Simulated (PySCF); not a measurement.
Compound: C6H5OS (doublet state).
SMILES with atom numbers: `[OH:1][c:2]1[cH:3][cH:4][cH:5][cH:6][c:7]1[S:8]` (hydrogens: H9 on O1; H10 on C3; H11 on C4; H12 on C5; H13 on C6)

Cartesian coordinates in Å at the GFN2-xTB level; atoms count from 1:
```xyz
13
C6H5OS angstrom
O      2.3756   -0.5495    0.3022
C      1.0813   -0.2944    0.0951
C      0.3677   -1.0329   -0.8440
C     -0.9698   -0.7712   -1.0594
C     -1.6251    0.2319   -0.3429
C     -0.9402    0.9735    0.5890
C      0.4185    0.7281    0.8260
S      1.3153    1.6281    1.9767
H      2.7014    0.0645    0.9907
H      0.8854   -1.8052   -1.3904
H     -1.5141   -1.3495   -1.7905
H     -2.6716    0.4240   -0.5229
H     -1.4288    1.7532    1.1530
```

Theory: PySCF 2.14.0, UKS B3LYP, pcH-1 on C H O S, non-relativistic, mean-field spin-orbit, GIAO. Geometry: GFN2-xTB, one conformer, isolated molecule. The geometry wasn't refined by DFT: couplings that depend on bond lengths, twists or pyramidal angles can differ widely from those at the functional's own minimum, by a factor of two or more for some ions and for spin on atoms past the first row.

Output of the driver script. The program numbers atoms from 0.

```
UKS, coarse grid
  cycle   1  E = -704.98454818  |g| = 4.64e-01
  cycle   2  E = -704.88399177  |g| = 7.13e-01
  cycle   3  E = -705.06233706  |g| = 1.11e-01
  cycle   4  E = -705.06750835  |g| = 4.51e-02
  cycle   5  E = -705.06846232  |g| = 1.71e-02
  cycle   6  E = -705.06862886  |g| = 5.79e-03
  cycle   7  E = -705.06866599  |g| = 3.71e-03
  cycle   8  E = -705.06867958  |g| = 1.43e-03
  cycle   9  E = -705.06868489  |g| = 6.08e-04
UKS, final grid
  cycle   1  E = -705.06868830  |g| = 8.75e-04
  cycle   2  E = -705.06868754  |g| = 1.62e-03
  cycle   3  E = -705.06868888  |g| = 1.49e-04
  cycle   4  E = -705.06868892  |g| = 1.44e-04
  cycle   5  E = -705.06868897  |g| = 5.46e-05
  cycle   6  E = -705.06868897  |g| = 1.58e-05
E = -705.06868897 Eh   <S^2> = 0.7614 (exact 0.7500)
g shifts (ppm)      1          2          3
  rmc          -212       -212       -212
  gc             -7         46         44
  oz_so          -4      10399      64934
  total        -224      10232      64766
hyperfine (MHz)  atom isotope    a_iso     a_fc   dipolar eigenvalues
    0   17O      -4.47      -4.47    -19.13      9.38      9.75
    1   13C      11.77      11.77    -14.20    -13.60     27.80
    2   13C     -14.03     -14.03    -10.13      4.56      5.57
    3   13C      14.76      14.76    -14.60    -13.29     27.90
    4   13C      -9.73      -9.73     -4.20      1.82      2.38
    5   13C       6.29       6.29     -8.60     -7.98     16.58
    6   13C     -14.93     -14.93     -3.46     -2.06      5.51
    7   33S      13.58      13.58    -61.63    -60.98    122.61
    8    1H      -3.65      -3.65     -3.96     -1.60      5.56
    9    1H       3.62       3.62     -1.94     -0.58      2.52
   10    1H     -11.85     -11.85     -7.27     -0.66      7.94
   11    1H       1.48       1.48     -1.64      0.13      1.51
   12    1H      -7.66      -7.66     -2.45     -2.25      4.70
```

Task: The SCF converged. Which of these numbers needs a check, and why?

Result: The largest g shift is +0.065, past the limit of 0.03 at which the run flags a species of elements up to argon. The orbital-Zeeman/spin–orbit term is second order, a sum of spin–orbit matrix elements over excitation energies, so it grows and becomes less reliable as an excited state comes close; a shift of this size calls for a check with another method. The contact and dipolar couplings don't rest on that expansion, but they belong to the state that the SCF found, and a close-lying state with the spin in another orbital would have other couplings; no stability test was run. The run left out the spin–orbit part of the hyperfine coupling.

Task: Where is the spin in this solution (atoms counted from 1)?

Result: The largest Mulliken spin populations are on S8 (+0.68), C4 (+0.18), C2 (+0.16) and C6 (+0.10). Three atoms exceed +0.15. ⟨S²⟩ = 0.7614 against the exact 0.7500, so spin contamination is small. 

Task: Average a_iso over equivalent nuclei, turn it into first-order splittings with g = 2.0023, and give the multiplets for abundant isotopes (0.05 mT or more).

Result: 
```json
{"nuclei (from 1)": "H11", "isotope": "1H", "I": "1/2", "position": "5 bonds from S8, on C4 of spin population +0.18", "a_iso (MHz)": "-11.9", "|a| (mT)": "0.42", "splits into": "1:1 doublet"}
{"nuclei (from 1)": "H13", "isotope": "1H", "I": "1/2", "position": "3 bonds from S8, on C6 of spin population +0.10", "a_iso (MHz)": "-7.7", "|a| (mT)": "0.27", "splits into": "1:1 doublet"}
{"nuclei (from 1)": "H9", "isotope": "1H", "I": "1/2", "position": "4 bonds from S8", "a_iso (MHz)": "-3.6", "|a| (mT)": "0.13", "splits into": "1:1 doublet"}
{"nuclei (from 1)": "H10", "isotope": "1H", "I": "1/2", "position": "4 bonds from S8", "a_iso (MHz)": "3.6", "|a| (mT)": "0.13", "splits into": "1:1 doublet"}
{"nuclei (from 1)": "H12", "isotope": "1H", "I": "1/2", "position": "4 bonds from S8", "a_iso (MHz)": "1.5", "|a| (mT)": "0.05", "splits into": "1:1 doublet"}
```

On Arm Neoverse V1, one thread, shared host with 32 logical CPUs at a one-minute load of 19, this took 63 s of wall time (grids of density and orbitals included) and 0.97 GiB of memory at its peak.
